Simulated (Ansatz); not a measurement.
Total energies of `COc1ccc(-c2sc(-c3sc(-c4sc(-c5ccc(C(F)=C(F)F)cc5)c5c4OCCO5)c4c3OCCO4)c3c2OCCO3)cc1` from Ansatz at PBE-D4/def2-SVP, gas phase (1 Eh = 27.2114 eV = 2625.5 kJ/mol). The reference geometry is relaxed at r2SCAN-D4/def2-SVP.

```tsv
state	geometry	energy (Eh)
charge 0 singlet	reference	-3287.25264
charge 1 doublet	reference	-3287.05689
charge -1 doublet	reference	-3287.28644
free C atom (triplet)	–	-37.75124
free O atom (triplet)	–	-74.91467
free S atom (triplet)	–	-397.80063
free F atom (doublet)	–	-99.53976
free H atom (doublet)	–	-0.49863
```

Single mean-field runs in def2-SVP are fitted with def2-universal-jkfit.

Task: Work out the vertical ionisation energy to the doublet.

Result: E(charge 1 doublet) − E(charge 0 singlet) = -3287.05689 − (-3287.25264) = 0.19575 Eh = 5.33 eV. For comparison, −ε of the highest occupied level is 3.90 eV at this level, 1.43 eV less.

Task: Work out the vertical electron affinity, to the doublet.

Result: E(charge 0 singlet) − E(charge -1 doublet) = -3287.25264 − (-3287.28644) = 0.03380 Eh = 0.92 eV. The basis lacks diffuse functions, which makes affinities too small.

Task: Give the fundamental gap IE − EA, the Mulliken electronegativity (IE + EA)/2 and the hardness (IE − EA)/2.

Result: From the values in Eh: IE − EA = 0.19575 − 0.03380 = 0.16195 Eh = 4.41 eV; (IE + EA)/2 = 3.12 eV; (IE − EA)/2 = 2.20 eV. The HOMO–LUMO gap of the same run is 1.67 eV, 2.74 eV smaller than the fundamental gap.

Task: What is the binding energy per atom against free atoms?

Result: Atoms: 33 × (-37.75124) + 7 × (-74.91467) + 3 × (-397.80063) + 3 × (-99.53976) + 23 × (-0.49863) = -3273.68327 Eh. Binding: -3273.68327 − (-3287.25264) = 13.56937 Eh = 369.24 eV, or 5.35 eV for each of 69 atoms (no zero-point energy, no counterpoise term).

At PBE-D4/def2-SVP the highest occupied level of the charge -1 doublet lies above zero (up to 0.47 eV). By energy differences its removal costs 0.92 eV (vertical, to the charge 0 singlet, at PBE-D4/def2-SVP); self-interaction error and the lack of diffuse functions both raise the level.
